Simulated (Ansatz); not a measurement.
The cluster Mg₅O₄⁺, 9 atoms. Hardware: 4 threads of Arm Neoverse V1 on a shared host.

Correlated methods freeze 9 core orbitals; core or outer-core shells of Mg are correlated, in sets that lack core-valence functions.

Task: How many basis functions does each of these Ansatz runs have, and roughly what does it cost? PBE-D4/def2-TZVP, charge 1 doublet, energy and forces, from earlier orbitals; r2SCAN-D4/def2-SVP, charge 1 doublet, relaxation, 5 steps; PBE-D4/def2-SVP, charge 1 doublet, energy, from earlier orbitals; HF/STO-3G, charge 1 doublet, energy; RPA@PBE/def2-TZVP, charge 1 doublet, energy, from earlier orbitals; PBE-D4/def2-SVP, charge 1 doublet, energy with a search over starts; PBE0-D4/def2-SVP, charge 1 doublet, energy, from earlier orbitals; PBE0-D4/def2-TZVP, charge 1 doublet, energy, from earlier orbitals; B2PLYP/def2-TZVP, charge 1 doublet, energy, from earlier orbitals; LDA (SPW92)/def2-TZVP, charge 1 doublet, energy, from earlier orbitals; r2SCAN-D4/def2-TZVP, charge 1 doublet, energy, from earlier orbitals; MP2/def2-TZVP, charge 1 doublet, energy, from earlier orbitals.

Result: Other jobs shared the machine, so times can vary by a factor of up to 3. A dash marks memory too small to be measured apart from the calling script's.

| run | functions | fitting or Cholesky vectors | wall time | peak host memory (GiB) |
| --- | --- | --- | --- | --- |
| HF/STO-3G, charge 1 doublet, energy | 65 | 722 | 0.7 s | – |
| LDA (SPW92)/def2-TZVP, charge 1 doublet, energy, from earlier orbitals | 284 | 2044 | 6 s | 0.71 |
| PBE-D4/def2-SVP, charge 1 doublet, energy, from earlier orbitals | 146 | 1467 | 7.5 s | – |
| PBE0-D4/def2-SVP, charge 1 doublet, energy, from earlier orbitals | 146 | 1256 | 11 s | 0.63 |
| PBE-D4/def2-TZVP, charge 1 doublet, energy and forces, from earlier orbitals | 284 | 2044 | 13 s | 0.73 |
| PBE-D4/def2-SVP, charge 1 doublet, energy with a search over starts | 146 | 1467 | 16 s | – |
| MP2/def2-TZVP, charge 1 doublet, energy, from earlier orbitals | 284 | 2200 | 28 s | 1.3 |
| r2SCAN-D4/def2-TZVP, charge 1 doublet, energy, from earlier orbitals | 284 | 2044 | 30 s | 0.85 |
| PBE0-D4/def2-TZVP, charge 1 doublet, energy, from earlier orbitals | 284 | 2044 | 35 s | 1.5 |
| B2PLYP/def2-TZVP, charge 1 doublet, energy, from earlier orbitals | 284 | 2200 | 35 s | 1.4 |
| RPA@PBE/def2-TZVP, charge 1 doublet, energy, from earlier orbitals | 284 | 2200 | 37 s | 1.4 |
| r2SCAN-D4/def2-SVP, charge 1 doublet, relaxation, 5 steps | 146 | 1467 | 49 s | – |
